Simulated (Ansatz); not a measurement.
Consider the cleavage of the Si–B bond: `C[SiH2]B1N[SiH2]1` + `OCO` → `C[SiH2]OCO` + `B1N[SiH2]1`.

Gas-phase electronic energies from Ansatz, PBE0-D4/def2-TZVP geometries. CCSD(T)/CBS is the MP2 limit (def2-TZVPP, def2-QZVPP) plus CCSD(T) − MP2 in def2-TZVPP, frozen cores. This one scheme is used for every species. DFT in def2-TZVPP. One conformer a species, not always the lowest.

Q: Is it downhill or uphill in electronic energy at CCSD(T)/CBS, and by how much? (An estimate is asked.)

A: The calculation gave: Downhill: ΔE = -93.6 kJ/mol.

Q: What do these levels give: PBE-D4, ωB97X-V, B2PLYP, CCSD/def2-TZVPP, CCSD(T)/def2-TZVPP, SCS-MP2/def2-QZVPP? (Estimate.)

A: The calculation gave: PBE-D4 -74.5, ωB97X-V -95.4, B2PLYP -97.8, CCSD/def2-TZVPP -95.7, CCSD(T)/def2-TZVPP -92.5, SCS-MP2/def2-QZVPP -102.0 kJ/mol.

Largest T1 diagnostic among the species: 0.014.

From PBE to PBE0 (25 % exact exchange), in def2-TZVPP and without D4, ΔE moves by −6.4 kJ/mol. In def2-TZVPP, CCSD(T) changes the Hartree–Fock value by +22.0 kJ/mol (the triples alone add +3.2 kJ/mol) and MP2 by +16.6 kJ/mol.
